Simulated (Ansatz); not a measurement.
# Forces on a displaced structure

CH₂OSe (SMILES OC=[Se]), singlet, at a frame of a short PBE0-D4/def2-SVP trajectory.

| atom | x (Å) | y (Å) | z (Å) |
| --- | --- | --- | --- |
| O1 | -0.5995 | -0.8051 | -0.0477 |
| C2 | 0.2125 | 0.1778 | 0.0908 |
| Se3 | 1.7598 | 0.0926 | 0.9558 |
| H4 | -1.2084 | -0.5777 | -0.7667 |
| H5 | -0.0569 | 1.0706 | -0.4736 |

Ansatz 0.2.0; basis: def2-TZVPP; cores frozen in the correlated methods. Filled d shells of the heavier atoms are correlated. The def2 sets are not built for correlating such inner shells, so the correlated values are less sure here.

CCSD(T) forces from the calculation:
```csv
atom,Fx,Fy,Fz (eV/Å)
O1,-1.993,-2.026,-0.654
C2,2.400,2.058,0.062
Se3,-0.259,0.090,0.112
H4,-0.167,-0.266,0.338
H5,0.019,0.144,0.143
```

Root-mean-square difference of the force components from those of CCSD(T): PBE-D4 0.258; r2SCAN-D4 0.191; PBE0-D4 0.302; wB97M-V 0.236 eV/Å.

The T1 diagnostic stays at or below 0.018. The restricted Hartree–Fock reference is unstable towards an unrestricted one here. These are differences at one structure, and CCSD(T) in triple zeta is itself an approximation.

For scale, one of the runs: CCSD(T)/def2-TZVPP forces, 138 basis functions, launched by `ansatz run in.yaml --threads 2 --pin off --events-out ev --progress --plain --max-ram 3481MiB`. Hardware: 2 CPU threads of an Intel Xeon, shared host. Wall time 4.2 min; peak host memory 1.3 GiB.
